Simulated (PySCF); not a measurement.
Field gradients at the hydrogen positions

C₆H₄F₃OP.
SMILES with atom numbers: `[F:1][C:2]([F:3])([F:4])/[CH:5]=[P:6]/[c:7]1[cH:8][cH:9][cH:10][o:11]1` (hydrogens: H12 on C5; H13 on C8; H14 on C9; H15 on C10)

Structure used (GFN2-xTB), in Å, numbered top down from 1:
```
atom  x, y, z in Å
F1     3.6763   -0.8781    0.5990
C2     3.2061    0.1865   -0.0736
F3     3.7565    0.1297   -1.3043
F4     3.7491    1.2748    0.5110
C5     1.7291    0.2265   -0.1036
P6     0.8646   -0.9924    0.6580
C7    -0.8137   -0.4543    0.3149
C8    -1.9975   -1.0518    0.6851
C9    -3.0277   -0.2407    0.1717
C10   -2.4033    0.7883   -0.4717
O11   -1.0763    0.6693   -0.3914
H12    1.3038    1.0647   -0.6318
H13   -2.0991   -1.9548    1.2513
H14   -4.0828   -0.3946    0.2652
H15   -2.7897    1.6349   -1.0055
```

Level: PBE0/pcSseg-1 (PySCF, non-relativistic); Q(2H) = 0.00286 b; rigid geometry, the same for H and D, with no vibrational averaging.

Question: Rank these positions by the coupling χzz of a deuteron there, largest first.
A. H15 (aromatic hydrogen)
B. H12 (hydrogen on carbon)
C. H13 (aromatic hydrogen)

Answer: C (233 kHz), A (226 kHz), B (222 kHz).

Question: What are Vzz, η and χzz (234.96 MHz × Q × Vzz) at all hydrogens?

Answer: 
| atom | bonded to | bond length (Å) | Vzz (au) | η | χzz (kHz) |
| --- | --- | --- | --- | --- | --- |
| H12 | C5 | 1.078 | 0.3304 | 0.08 | 222 |
| H13 | C8 | 1.071 | 0.3465 | 0.06 | 233 |
| H14 | C9 | 1.070 | 0.3492 | 0.06 | 235 |
| H15 | C10 | 1.073 | 0.3370 | 0.10 | 226 |

The structure is a single GFN2-xTB conformer in the gas phase; no vibrational or solvent corrections. GFN2-xTB bond lengths can be off by several hundredths of an ångström, more for odd bonds, and the gradients follow them. These gradients aren't converged with respect to the basis.

The run behind these numbers computed NMR shieldings as well. On one thread of an Arm Neoverse V1, on a shared host, this took 46 s and 0.93 GiB of memory at its peak.
